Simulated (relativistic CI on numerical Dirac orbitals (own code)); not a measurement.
Ce28+: computed level list

Computed by Dirac-Coulomb-Breit CI, orbitals from a KLI potential per configuration, model QED, unscaled Slater integrals (own radial code, finite nucleus).

CI space (outside the closed core [Ar]): 3d10 4s2, 3d10 4s 4p, 3d10 4p2, 3d10 4s 4d, 3d10 4d2, 3d10 4s 4f, 3d10 4p 4d, 3d10 4f2, 3d10 4p 4f, 3d10 4d 4f, 3d10 4s 5s, 3d10 4s 5p, 3d10 4s 5d, 3d10 4s 5f, 3d10 4s 5g, 3d10 4s 6s, 3d10 4s 6p, 3d10 4s 6d, 3d10 4s 6f, 3d10 4s 7s, 3d9 4s2 4p, 3d9 4s2 4d, 3d9 4s2 4f, 3d9 4s2 5s, 3d9 4s2 5p, 3d9 4s2 5d. Double excitations out of closed p, d and f shells are left out; levels of such configurations are missing from the list, as are those of other unlisted configurations, and high levels can miss mixing partners. These lack a partner that the ground configuration has and come out too high: 3d9 4s2 4p, 3d9 4s2 4d, 3d9 4s2 4f, 3d9 4s2 5s, 3d9 4s2 5p.

```
No.  Configuration  Term  J   E (eV)    %  Landé g  jj configuration (%)
  1       3d10 4s2    1S  0    0.000   99                    closed (99)
  2     3d10 4s 4p   3P°  0   53.204  100                 4s 4p1/2 (100)
  3     3d10 4s 4p   3P°  1   57.037   86    1.427         4s 4p1/2 (94)
  4     3d10 4s 4p   3P°  2   79.895  100    1.498        4s 4p3/2 (100)
  5     3d10 4s 4p   1P°  1   93.118   85    1.068         4s 4p3/2 (94)
  6       3d10 4p2    3P  0  123.587   76                   4p1/2^2 (98)
  7       3d10 4p2    3P  1  146.276  100    1.499     4p1/2 4p3/2 (100)
  8       3d10 4p2    1D  2  146.986   61    1.165      4p1/2 4p3/2 (95)
  9       3d10 4p2    3P  2  171.974   65    1.323          4p3/2^2 (90)
 10       3d10 4p2    1S  0  182.133   75                   4p3/2^2 (98)
 11     3d10 4s 4d    3D  1  184.043  100    0.497        4s 4d3/2 (100)
 12     3d10 4s 4d    3D  2  185.797   97    1.161         4s 4d3/2 (72)
 13     3d10 4s 4d    3D  3  189.381  100    1.332        4s 4d5/2 (100)
 14     3d10 4s 4d    1D  2  200.212   83    1.010         4s 4d5/2 (67)
 15     3d10 4p 4d   3F°  2  240.204   79    0.742      4p1/2 4d3/2 (99)
 16     3d10 4p 4d   3F°  3  250.553   73    1.106      4p1/2 4d5/2 (89)
 17     3d10 4p 4d   3D°  1  252.022   59    0.806      4p1/2 4d3/2 (97)
 18     3d10 4p 4d   3P°  2  252.154   45    1.253      4p1/2 4d5/2 (98)
 19     3d10 4p 4d   3F°  4  271.281   97    1.248      4p3/2 4d5/2 (97)
 20     3d10 4p 4d   1D°  2  271.364   44    1.016      4p3/2 4d3/2 (78)
 21     3d10 4p 4d   3D°  3  273.957   41    1.157      4p3/2 4d3/2 (74)
 22     3d10 4p 4d   3P°  0  274.443  100              4p3/2 4d3/2 (100)
 23     3d10 4p 4d   3P°  1  275.148   69    1.198      4p3/2 4d3/2 (95)
 24     3d10 4p 4d   3P°  2  278.160   52    1.314      4p3/2 4d5/2 (80)
 25     3d10 4p 4d   3D°  3  282.596   44    1.145      4p3/2 4d5/2 (78)
 26     3d10 4p 4d   1P°  1  289.035   78    0.989      4p3/2 4d5/2 (92)
 27     3d10 4s 4f   3F°  2  298.943   99    0.665         4s 4f5/2 (99)
 28     3d10 4s 4f   3F°  3  299.456   98    1.082         4s 4f5/2 (55)
 29     3d10 4s 4f   3F°  4  300.178   97    1.249         4s 4f7/2 (97)
 30     3d10 4s 4f   1F°  3  309.819   78    1.001         4s 4f7/2 (45)
 31     3d10 4p 4f    3G  3  357.958   71    0.829      4p1/2 4f5/2 (98)
 32     3d10 4p 4f    3G  4  359.039   35    1.084      4p1/2 4f7/2 (87)
 33     3d10 4p 4f    3F  2  359.735   50    0.814      4p1/2 4f5/2 (81)
 34     3d10 4p 4f    3D  3  360.526   42    1.168      4p1/2 4f7/2 (93)
 35       3d10 4d2    3F  2  374.211   78    0.744          4d3/2^2 (68)
 36       3d10 4d2    3F  3  375.828   79    1.076      4d3/2 4d5/2 (79)
 37       3d10 4d2    1G  4  376.270   55    1.037      4d3/2 4d5/2 (40)
 38       3d10 4d2    1D  2  377.935   58    1.061      4d3/2 4d5/2 (63)
 39       3d10 4d2    3P  0  378.005   88                   4d3/2^2 (89)
 40       3d10 4d2    3F  4  378.705   68    1.208          4d5/2^2 (52)
 41       3d10 4d2    3P  1  380.994  100    1.499     4d3/2 4d5/2 (100)
 42       3d10 4d2    3P  2  384.410   77    1.369          4d5/2^2 (70)
 43     3d10 4p 4f    1F  3  385.134   52    0.994      4p3/2 4f5/2 (57)
 44     3d10 4p 4f    3G  5  386.067  100    1.198     4p3/2 4f7/2 (100)
 45     3d10 4p 4f    3F  4  388.348   47    1.196      4p3/2 4f7/2 (41)
```

Energies count from the lowest computed level; ° marks odd parity. Filled j subshells are mostly left out of the jj labels.

The mean weight of the leading LS term, summed over parents, in these 45 levels is 75 %, and that of the leading jj configuration (from the same eigenvectors) 84 %.

At this charge energies of transitions that change n are usually good to better than 1 %, and those within a shell (Δn = 0) to a few per cent.

LS names give the leading component of a level, which can be under half, so a name can repeat, a term be missing and a line seem to break the LS rules.
